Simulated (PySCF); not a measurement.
A survey of 31P NMR shifts

- σ from GIAO-PBE0/pcSseg-1
- GFN2-xTB structure
- code: PySCF
- averaged over atoms made equivalent by symmetry, fast rotation or ring inversion, no solvent, non-relativistic, single conformer

Shieldings were converted by a linear fit to measured shifts: 31P: δ = 270.09 − 0.828σ (rms 18.1 ppm, 64 shifts vs H3PO4, solution or neat liquid). Occasional misses reach two or three times the rms, and more in compound classes unlike the fitted ones.

Task: Give the 31P shifts of `C#CP(C(C)C)C(C)C`, `C[P@@]1(=O)CCc2ccccc21`, `C[PH](C)=S`, `C=CC1CCP(C)CC1`, `CC=[P@]1(CC)C=CCC1`, `C=CP1CCCCCC1`.

Result: 
```
              compound                                        environment  δ (ppm)
      C#CP(C(C)C)C(C)C                           phosphorus bonded to 3 C    -23.0
C[P@@]1(=O)CCc2ccccc21  phosphorus bonded to 3 C, O, in a 5-membered ring     29.6
            C[PH](C)=S                     phosphorus bonded to 2 C, S, H    -10.7
        C=CC1CCP(C)CC1     phosphorus bonded to 3 C, in a 6-membered ring    -57.6
    CC=[P@]1(CC)C=CCC1     phosphorus bonded to 4 C, in a 5-membered ring     28.7
          C=CP1CCCCCC1     phosphorus bonded to 3 C, in a 7-membered ring    -42.9
```

Task: Order these by 31P shift, lowest first.
A. CC=P1(C(C)(C)C)C=C1
B. C1CCP(C2CC2)CC1
C. C=CC1=C(C)C=C[P@]1(=O)C=C
D. C=CP1(=C)CCCCC1
E. C/C=P\c1cccc(F)c1

Result: A (-51.0 ppm, phosphorus bonded to 4 C, in a 3-membered ring), B (-30.5 ppm, phosphorus bonded to 3 C, in a 6-membered ring), D (0.7 ppm, phosphorus bonded to 4 C, in a 6-membered ring), C (20.4 ppm, phosphorus bonded to 3 C, O, in a 5-membered ring), E (241.5 ppm, phosphorus bonded to 2 C).
